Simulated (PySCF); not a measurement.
A structure optimised at B3LYP-D3(BJ)/def2-SVP, used in a PySCF frequency run:

```
Si
O 1 1.6771
C 2 1.4091 1 123.90
H 3 1.1008 2 108.65 1 -177.57
H 3 1.1066 4 108.08 2 121.90
H 3 1.1070 4 108.01 5 116.37
H 1 1.4888 2 106.06 3 172.73
Si 1 2.3587 7 109.23 2 -120.71
H 8 1.4899 1 115.46 7 38.16
H 8 1.4916 9 108.31 1 -127.18
Cl 8 2.1001 9 108.18 10 -116.75
Si 1 2.3639 7 110.74 2 122.24
H 12 1.4901 1 109.83 7 44.54
H 12 1.4929 13 109.17 1 -121.01
H 12 1.4940 13 109.11 14 -118.35
```
Charge 0, spin multiplicity 1.

### Question
Write its SMILES and formula.

### Answer
CO[Si@H]([SiH3])[SiH2]Cl, CH9ClOSi3

### Question
What are its rotational constants (standard atomic weights)?

### Answer
1.8643, 0.90514, 0.68391 GHz
